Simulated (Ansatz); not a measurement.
C$_{2}$H$_{7}$BSi, SMILES `C=CB[SiH3]`. The species carries charge 0 and has multiplicity 1. Geometry: relaxed with PBE0-D4/def2-TZVP. It is one conformer, not always the lowest.

```xyz
11

C     1.312    0.638   -1.762
C     0.805   -0.087   -0.755
B    -0.366    0.451    0.081
Si   -1.173   -0.611    1.595
H     2.137    0.291   -2.381
H     0.906    1.617   -1.999
H     1.251   -1.062   -0.564
H    -0.781    1.539   -0.207
H    -1.646   -1.935    1.091
H    -2.317    0.052    2.278
H    -0.128   -0.893    2.624
```

(1) What is the dipole moment at PBE/def2-TZVPP? (Best estimate.)

(2) And with r2SCAN, B3LYP, ωB97M-V? (Estimate.)

(3) Give the Mulliken charges with PBE, B3LYP, r2SCAN in def2-TZVPP. (An estimate is asked.)

Results:

(1) Computed: 1.98 D, with components (1.27, 0.29, -1.49) D in this frame, pointing from negative to positive charge.

(2) Ansatz gave: r2SCAN 1.98 D, B3LYP 1.95 D, ωB97M-V 1.93 D.

(3) The calculation gave: 
```csv
atom,PBE,B3LYP,r2SCAN
C1,-0.10,-0.12,-0.04
C2,-0.14,-0.16,-0.19
B3,0.04,0.05,0.07
Si4,0.05,0.10,0.15
H5,0.11,0.12,0.09
H6,0.10,0.11,0.09
H7,0.09,0.10,0.07
H8,0.02,0.03,0.00
H9,-0.05,-0.07,-0.08
H10,-0.06,-0.08,-0.08
H11,-0.05,-0.07,-0.07
```

B3LYP here is the variant with VWN-RPA as its local correlation; programs differ in this.
